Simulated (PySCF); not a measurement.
C4H6Si, SMILES [SiH3]/C=C\C#C, GFN2-xTB optimised geometry.

```
11

C      2.15     1.12     0.00
C      1.42     0.16     0.00
C      0.62    -1.00     0.00
C     -0.72    -1.00     0.00
Si    -1.84     0.51     0.00
H      2.77     1.96     0.00
H      1.18    -1.92     0.00
H     -1.21    -1.96     0.00
H     -2.59     0.52    -1.26
H     -1.06     1.74     0.13
H     -2.77     0.38     1.12
```

Density from CAM-B3LYP/def2-TZVP in PySCF at that geometry.

Minimum of the electron density along straight lines between bonded atoms, close to the bond critical point (lines longer than 1.1 times the sum of covalent radii, or with two minima, are not listed):

```json
[
 {"bond": "C1–C2", "length / Å": "1.202", "ρ at the minimum / e bohr⁻³": "0.420", "∇²ρ there / e bohr⁻⁵": "-1.21", "position (fraction from the first atom)": "0.49"},
 {"bond": "C2–C3", "length / Å": "1.409", "ρ at the minimum / e bohr⁻³": "0.303", "∇²ρ there / e bohr⁻⁵": "-0.93", "position (fraction from the first atom)": "0.53"},
 {"bond": "C3–C4", "length / Å": "1.336", "ρ at the minimum / e bohr⁻³": "0.350", "∇²ρ there / e bohr⁻⁵": "-1.07", "position (fraction from the first atom)": "0.51"},
 {"bond": "C4–Si5", "length / Å": "1.880", "ρ at the minimum / e bohr⁻³": "0.119", "∇²ρ there / e bohr⁻⁵": "0.19", "position (fraction from the first atom)": "0.61"},
 {"bond": "C1–H6", "length / Å": "1.049", "ρ at the minimum / e bohr⁻³": "0.300", "∇²ρ there / e bohr⁻⁵": "-1.16", "position (fraction from the first atom)": "0.66"},
 {"bond": "C3–H7", "length / Å": "1.087", "ρ at the minimum / e bohr⁻³": "0.285", "∇²ρ there / e bohr⁻⁵": "-1.02", "position (fraction from the first atom)": "0.65"},
 {"bond": "C4–H8", "length / Å": "1.084", "ρ at the minimum / e bohr⁻³": "0.283", "∇²ρ there / e bohr⁻⁵": "-1.00", "position (fraction from the first atom)": "0.65"},
 {"bond": "Si5–H9", "length / Å": "1.467", "ρ at the minimum / e bohr⁻³": "0.125", "∇²ρ there / e bohr⁻⁵": "0.17", "position (fraction from the first atom)": "0.49"},
 {"bond": "Si5–H10", "length / Å": "1.460", "ρ at the minimum / e bohr⁻³": "0.127", "∇²ρ there / e bohr⁻⁵": "0.18", "position (fraction from the first atom)": "0.49"},
 {"bond": "Si5–H11", "length / Å": "1.467", "ρ at the minimum / e bohr⁻³": "0.125", "∇²ρ there / e bohr⁻⁵": "0.17", "position (fraction from the first atom)": "0.49"}
]
```
